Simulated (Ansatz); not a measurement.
A made-up structure of ZnSiH₃F, singlet:

F1  (0.604, -1.274, 0.577)
Zn2  (1.302, -2.747, 1.244)
Si3  (-0.322, 0.679, -0.307)
H4  (-1.533, 0.363, -1.111)
H5  (0.660, 1.368, -1.187)
H6  (-0.711, 1.611, 0.784)
(Å)

It is relaxed with PBE-D4/def2-SVP and then PBE0-D4/def2-TZVP (Ansatz 0.2.0). Atoms count as bonded within 1.22 times the sum of their covalent radii (H–H: 0.88 Å). The end point is not checked to be a true minimum.

Does its bonding change? (Judge from chemistry; the calculation decides.)

By the calculation: Yes. Formed: F1–Si3; broken: F1–Zn2.

Where it ends: The first stage lowers the energy by 2.24 eV in 8 steps. It ends as a complex of SiH₃F ([F][SiH3]) + Zn:
```
6
angstrom
F 0.2913 -0.6191 0.2790
Zn 1.6279 -3.4301 1.5539
Si -0.3424 0.7216 -0.3268
H -1.5411 0.3521 -1.1152
H 0.6746 1.3652 -1.1908
H -0.7103 1.6103 0.8000
```

Labels in which every atom is bracketed show which atoms are joined, not bond orders.

For scale, one of the runs: PBE0-D4/def2-TZVP relaxation, 134 basis functions, launched by `ansatz run in.yaml --threads 2 --pin off --events-out ev --progress --plain --max-ram 4352MiB`. The run took about 23 s on 2 CPU threads of an Arm Neoverse V2 (shared host).
